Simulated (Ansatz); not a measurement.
CH3BrF2OZr, SMILES `C[O][Zr]([F])([F])[Br]` at its PBE0-D4/def2-TZVP geometry, where that method's forces vanish. Total charge 0; spin multiplicity 1. Zr takes the def2 core potential.

```csv
atom,x (Å),y (Å),z (Å)
C1,-0.717,0.315,-1.524
O2,-0.082,0.029,-0.313
Zr3,0.747,-0.339,1.334
F4,0.983,-2.218,1.486
F5,2.444,0.514,1.363
Br6,-0.716,0.526,3.192
H7,-1.665,0.824,-1.334
H8,-0.913,-0.611,-2.070
H9,-0.082,0.961,-2.135
```

(1) For each bond, give half the difference of the two atoms' forces along it (eV/Å; positive pushes the atoms apart) under PBE-D4, r2SCAN-D4, B3LYP-D4, ωB97M-V in def2-TZVPP. (Estimate.)

Results:

(1) Ansatz gave: 
```csv
bond,length (Å),PBE-D4,r2SCAN-D4,B3LYP-D4,ωB97M-V
C1–O2,1.397,0.06,0.14,0.16,0.31
C1–H7,1.093,0.10,-0.05,-0.09,-0.12
C1–H8,1.093,0.10,-0.06,-0.09,-0.12
C1–H9,1.093,0.10,-0.06,-0.09,-0.12
O2–Zr3,1.880,0.11,0.09,0.05,-0.10
Zr3–F4,1.900,0.21,0.04,0.15,0.02
Zr3–F5,1.900,0.21,0.04,0.15,0.02
Zr3–Br6,2.518,-0.03,0.01,0.09,0.06
```

B3LYP here is the variant with VWN-RPA as its local correlation; programs differ in this.
